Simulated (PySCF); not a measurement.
## Working with the constants of KAl⁺

UHF-CCSD(T) constants of KAl⁺, ²Σ⁺ (doublet), unpaired electrons σ ↑ (basis K aug-pcseg-1, Al aug-pcseg-1; no relativity; PySCF 2.14; masses 38.9637 and 26.9815 u):

| Property | Result |
| --- | --- |
| ωe | 93.3 cm⁻¹ |
| ωexe | 0.591 cm⁻¹ |
| Be | 0.067934 cm⁻¹ |
| αe | 0.000677 cm⁻¹ |
| D (centrifugal) | 1.44e-07 cm⁻¹ |
| De to K⁺ + Al | 0.53 eV |

(1) Give the vibrational terms G(v) and spacings up to v = 6.

(2) How well does the Morse estimate ωe²/(4ωexe) reproduce De, and what is D0?

Correlated steps freeze 10 core orbitals. Correlated levels converge slowly with the basis: in double zeta they bind strong bonds too weakly, by up to about 1 eV, and carry superposition errors of some tenths. For an ion De counts to the pair picked by the measured ionisation energies or electron affinities, which need not be the lowest pair at this level. The state is the lowest determinant that a PBE0 search found; another state may lie lower at other levels.

Results:

(1) G(v) = ωe(v+½) − ωexe(v+½)².

```
v  G(v) (cm⁻¹)  G(v) − G(v−1)  Bv (cm⁻¹)
0         46.5                   0.06760
1        138.6           92.1    0.06692
2        229.6           90.9    0.06624
3        319.3           89.8    0.06556
4        407.9           88.6    0.06489
5        495.3           87.4    0.06421
6        581.5           86.2    0.06353
```

(2) It gives 0.46 eV, 86 % of the computed De. D0 = De − G(0) = 0.53 − 0.01 = 0.52 eV.
